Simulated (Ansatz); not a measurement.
`C=CB(N)[SiH2]F` → `B[SiH](F)CC=N`  (isomerisation)

Calculated with Ansatz (gas phase, PBE0-D4/def2-TZVP geometries, no zero-point term in ΔE). CCSD(T)/CBS adds triple-zeta CCSD(T) − MP2 to the extrapolated MP2 energy (def2 sets, frozen cores). One conformer a species, not always the lowest.

```tsv
level	ΔE (kJ/mol)
CCSD/def2-TZVPP	184.7
CCSD/CBS(def2)	187.7
```

Q: What does CCSD(T)/CBS give? (An estimate is asked.)

A: Computed: +189.8 kJ/mol. The listed levels differ from it by -5.1, -2.1 kJ/mol.

Largest T1 diagnostic among the species: 0.013.

In def2-TZVPP, CCSD(T) changes the Hartree–Fock value by +12.1 kJ/mol (the triples alone add +2.2 kJ/mol) and MP2 by +16.3 kJ/mol.
